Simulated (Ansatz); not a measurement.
[Cu(H2O)3Br]+ (CuBrO3H6⁺). The state is a doublet with charge 1. Geometry PBE0-D4/def2-SVP, basis def2-TZVP, Ansatz.

```xyz
11

Cu   -0.105   -0.105    0.314
O    -0.181    1.826    0.854
H    -0.194    1.841    1.828
H    -0.957    2.339    0.579
O     0.514    0.492   -1.508
H     0.940    1.337   -1.706
H     0.391    0.011   -2.337
O     0.002   -1.999   -0.334
H    -0.486   -2.542    0.311
H     0.877   -2.409   -0.411
Br   -0.801   -0.791    2.409
```

| run | HOMO (eV) | LUMO (eV) |
| --- | --- | --- |
| A | -10.69 | -9.67 |
| B | -11.25 | -8.82 |
| C | -10.43 | -9.81 |
| D | -11.65 | -8.44 |
| E | -12.57 | -6.16 |

HSE06 is defined as in plane-wave codes, on full-range PBE exchange.

HOMO and LUMO are taken over both spins.

**Question.** The runs used BHLYP, HSE06, PBE, PBE0, r2SCAN. Estimate which is which.

**Answer.** A r2SCAN (0 % exact exchange); B HSE06 (range-separated); C PBE (0 % exact exchange); D PBE0 (25 % exact exchange); E BHLYP (50 % exact exchange). Exact exchange lowers occupied and raises empty levels; among semilocal functionals meta-GGAs tend to open the gap a little, and such runs are hard to tell apart. The gap grows from 0.63 eV (PBE) to 6.42 eV (BHLYP).
